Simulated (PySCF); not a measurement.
Cartesian coordinates (Å):
```xyz
8

Ti     0.0165     0.0079     0.0316
C      0.9364     0.4477     1.7899
H      1.6123     1.3132     1.6240
H      1.5152    -0.4430     2.1139
H      0.1562     0.6998     2.5392
Br    -1.1580     1.9452    -0.5488
Br     1.7468    -0.5077    -1.4549
Br    -1.3735    -1.8126     0.5038
```
Charge 0, multiplicity 1.

**Question.** What is the computed LUMO, HOMO, charge on the central atom (Mulliken), total energy and charge on the central atom (meta-Löwdin) (PBE-D3(BJ)/def2-TZVP // PBE-D3(BJ)/def2-SVP (PySCF 2.14.0))?

**Answer.** 
```json
{
  "LUMO": "-4.15 eV",
  "HOMO": "-7.32 eV",
  "charge on the central atom (Mulliken)": "0.85 e",
  "total_energy": "-8610.6502 Ha",
  "charge on the central atom (meta-Löwdin)": "1.03 e"
}
```
